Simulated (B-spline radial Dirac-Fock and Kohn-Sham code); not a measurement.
Cross section and asymmetry of the 3d5/2 subshell of As³⁺

System: arsenic as As³⁺, [Ar] 3d10 4s2. The computed 3d5/2 threshold is 85.59 eV; without correlation, outer thresholds are uncertain by 1 to 2 eV.

Input file task.json (cfg lists n, l and occupation; rrms is the nuclear radius in fm):

```json
{"items": [{
  "Z": 33,
  "q": 3,
  "cfg": [[1, 0, 2], [2, 0, 2], [2, 1, 6], [3, 0, 2], [3, 1, 6], [3, 2, 10], [4, 0, 2]],
  "A": 75,
  "rrms": 4.0968,
  "do": ["binding", "quiet", "photo", "scan"],
  "hv": [100, 105.0, 200, 300, 408.0, 1000, 1486.9, 1490.0, 2000, 2700.0, 2760.0, 9251.7, 20100.0, 34000.0, 128000.0, 200000]
}]}
```

Command: `python xray_run.py task.json out`

Calculated with a B-spline atomic structure program, using independent-particle photoionisation in a Dirac-Hartree-Slater potential with a Latter tail, all multipoles, thresholds from Dirac-Fock ΔSCF. Interchannel coupling and autoionising resonances are not included, so magnitudes near threshold are approximate.

| kinetic energy (eV) | σ (Mb) | β |
| --- | --- | --- |
| 1.5 | 3.33 | 0.35 |
| 1.9 | 3.36 | 0.32 |
| 2.3 | 3.40 | 0.28 |
| 2.9 | 3.45 | 0.25 |
| 3.7 | 3.50 | 0.21 |
| 4.6 | 3.57 | 0.18 |
| 5.7 | 3.65 | 0.15 |
| 7.2 | 3.74 | 0.13 |
| 9.0 | 3.86 | 0.11 |
| 11.2 | 3.98 | 0.10 |
| 14.0 | 4.12 | 0.11 |
| 17.5 | 4.26 | 0.13 |
| 21.9 | 4.39 | 0.16 |
| 27.4 | 4.49 | 0.22 |
| 34.2 | 4.53 | 0.28 |
| 42.8 | 4.47 | 0.37 |
| 53.5 | 4.30 | 0.46 |
| 66.9 | 4.00 | 0.56 |
| 83.7 | 3.58 | 0.66 |
| 104.7 | 3.08 | 0.76 |
| 130.9 | 2.54 | 0.86 |
| 163.6 | 1.99 | 0.95 |
| 204.6 | 1.48 | 1.03 |
| 255.8 | 1.04 | 1.10 |
| 319.9 | 0.698 | 1.16 |
| 400.0 | 0.444 | 1.20 |

The cross section shows no minimum in this range. Its largest value, 4.53 Mb, lies 34 eV above threshold, delayed by the centrifugal barrier of the l+1 channel. β ranges from 0.10 (at 11.2 eV) to 1.20.
